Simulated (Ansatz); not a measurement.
ZrSiNF₃H₄⁺, that is (F)3Zr-NH-SiH3 with one electron fewer. Charge 1, multiplicity 2. Geometry PBE0-D4/def2-SVP, that of the neutral singlet; atoms count from 1.

```xyz
10

Zr    0.087    1.656    0.251
F    -0.100    1.599    2.147
F     1.940    1.836   -0.163
F    -0.952    3.050   -0.521
N    -0.587   -0.091   -0.522
Si    0.077   -1.658   -0.109
H    -1.356   -0.108   -1.194
H    -0.934   -2.555    0.530
H     1.168   -1.366    0.873
H     0.656   -2.362   -1.292
```

In the def2 sets Zr takes a core potential; there is no spin–orbit coupling.

(1) Estimate the Mulliken populations from the PBE0/def2-TZVP orbitals of Ansatz.

(2) Where does the spin sit?

(3) And the Mayer bond orders between bonded heavy atoms (over 0.3)?

## Answers

(1) 
| atom | charge (e) | spin (α − β) | d electrons |
| --- | --- | --- | --- |
| Zr1 | 1.81 | -0.01 | 1.69 |
| F2 | -0.39 | 0.02 | – |
| F3 | -0.39 | 0.02 | – |
| F4 | -0.39 | 0.00 | – |
| N5 | -0.48 | 0.81 | – |
| Si6 | 0.21 | -0.03 | – |
| H7 | 0.32 | -0.02 | – |
| H8 | 0.12 | 0.11 | – |
| H9 | 0.08 | 0.00 | – |
| H10 | 0.12 | 0.11 | – |
Mulliken values and Mayer orders depend strongly on the basis.

(2) Summed by element: Zr -0.01, F 0.03, N 0.81, Si -0.03, H 0.20, of 1 unpaired in all. Largest on single atoms: N5 0.81, H10 0.11, H8 0.11.

(3) Zr1–F2 1.00 (1.91 Å); Zr1–F3 1.00 (1.91 Å); Zr1–F4 1.01 (1.90 Å); Zr1–N5 0.56 (2.03 Å); N5–Si6 1.03 (1.75 Å).
